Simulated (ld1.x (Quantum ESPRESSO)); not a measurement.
## Before and after: TM semilocal potential for nitrogen

* Element: nitrogen (N)
* Generator: ld1.x (Quantum ESPRESSO) 7.5
* Type: norm-conserving Troullier–Martins (semilocal form)
* Functional: PW91
* Relativity: scalar-relativistic
* Frozen core: [He]
* Valence charge: 5
* Reference configuration: 2s2 2p2.5 (charge +0.5)
* Partial waves: 2s (bound): rc 0.95 bohr; 2p (bound): rc 1.85 bohr
* Local potential: the p channel
* Core correction: Bessel-smoothed model core inside 0.70 bohr

All-electron outer shells of the reference configuration (PW91, scalar-relativistic, ld1.x):

```tsv
shell	level (eV)	outermost node (bohr)	outermost maximum (bohr)
2s	-25.17	0.32	1.00
2p	-13.53	–	0.94
```

Change: wave 2s (bound): rc 0.95 bohr becomes 2s (bound): rc 1.10 bohr.

Cutoffs: the cutoffs (Ry, on a coarse ladder) from which the occupation-weighted sum of valence levels, in a spherical-Bessel basis at the reference potential, stays within 10 and 1 mRy of its value at 400 Ry; they do not see the model core or the augmentation charge, which bear on the density cutoff. Errors are all-electron minus pseudo energies relative to the spin-unpolarised reference configuration.

**Question.** Predict the effect on cutoff, ghosts and configuration errors.

**Answer.** The potential gets softer (55 Ry and 140 Ry → 45 Ry and 110 Ry); of the 7 tests that both files solve, the error grows in 0 and shrinks in 1 by more than 15 % and 0.3 meV (median size 26.6 → 29.2 meV); neither file shows a bound ghost. A larger radius leaves more room for a smooth pseudo-wave, so fewer plane waves are needed. A semilocal file is local in each channel, so a ghost entry of none says nothing of the separable form that plane-wave codes build from it.

```csv
quantity,base,changed
"cutoff, loose",55 Ry,45 Ry
"cutoff, tight",140 Ry,110 Ry
loose cutoff by channel (10 mRy a level),"s 45 Ry, p 35 Ry","s 40 Ry, p 35 Ry"
bound ghosts,none,none
"error for 2s2 2p3, meV [ΔE -5.13 eV]",+0.1,+0.3
"error for 2s2 2p2, meV [ΔE 8.54 eV]",+6.6,+7.2
"error for 2s2 2p1, meV [ΔE 37.50 eV]",+187,+196
"error for 2s1 2p3, meV [ΔE 20.29 eV]",-38,-39
"error for 2s2 2p3.3, meV [ΔE -6.77 eV]",-2.6,-2.0
"error for 2s2 2p0, meV [ΔE 84.68 eV]",+1049,+1091
"error for 2s1 2p4, meV [ΔE 6.35 eV]",+27,+29
s: phases at 2.01 bohr within 0.05 rad from the reference energy up to (Ry; the scan ends near 5),2.8,2.4
p: phases at 2.01 bohr within 0.05 rad from the reference energy up to (Ry; the scan ends near 5),1.3,1.3
```
